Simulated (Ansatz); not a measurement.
This geometry of C3H10AlN (15 atoms, charge 0, multiplicity 1) is a first-order saddle point.

Computed with RKS PBE-D4/def2-SVP in Ansatz 0.2.0.

```xyz
15
Properties=species:S:1:pos:R:3
N -0.349 1.653 1.755
C -0.465 0.834 0.547
C 0.043 -0.602 0.743
C -0.073 -1.433 -0.544
Al 0.907 -0.662 -2.081
H 0.131 2.537 1.562
H -1.274 1.905 2.118
H -1.513 0.791 0.165
H 0.127 1.296 -0.286
H -0.521 -1.060 1.586
H 1.100 -0.545 1.085
H 0.330 -2.459 -0.377
H -1.140 -1.586 -0.824
H 0.342 -0.764 -3.582
H 2.333 0.043 -1.839
```

Which two structures does it join? (They come from a converged band through this point; their orientation in space is the band's.)

No bond is made or broken. The dihedral H6–N1–C2–H9 goes from -60 to 59°.

Image 0:

```xyz
15
Properties=species:S:1:pos:R:3
N -0.603 1.587 1.570
C -0.626 0.657 0.476
C 0.086 -0.664 0.781
C 0.147 -1.543 -0.482
Al 0.776 -0.314 -1.913
H 0.356 1.869 1.807
H -1.141 2.438 1.376
H -1.681 0.456 0.188
H -0.157 1.074 -0.500
H -0.421 -1.152 1.642
H 1.119 -0.429 1.126
H 0.812 -2.418 -0.326
H -0.859 -1.950 -0.724
H -0.045 -0.048 -3.269
H 2.214 0.387 -1.723
```

Image 8:

```xyz
15
Properties=species:S:1:pos:R:3
N -0.191 1.649 1.816
C -0.434 0.912 0.580
C 0.075 -0.528 0.681
C -0.117 -1.322 -0.620
Al 0.911 -0.700 -2.190
H -0.514 2.619 1.719
H -0.761 1.245 2.572
H -1.507 0.885 0.247
H 0.120 1.428 -0.240
H -0.449 -1.028 1.529
H 1.147 -0.488 0.971
H 0.187 -2.386 -0.472
H -1.196 -1.386 -0.891
H 0.482 -1.156 -3.668
H 2.225 0.207 -2.004
```

How far does it lie above each of them?

0.152 eV above the first and 0.059 eV above the second. This is the barrier of this one path; another mechanism may lie lower.

Run time: 83 s on 2 threads of Intel(R) Xeon(R) 6975P-C (Granite Rapids), with other jobs on the host, peak memory 0.18 GiB.
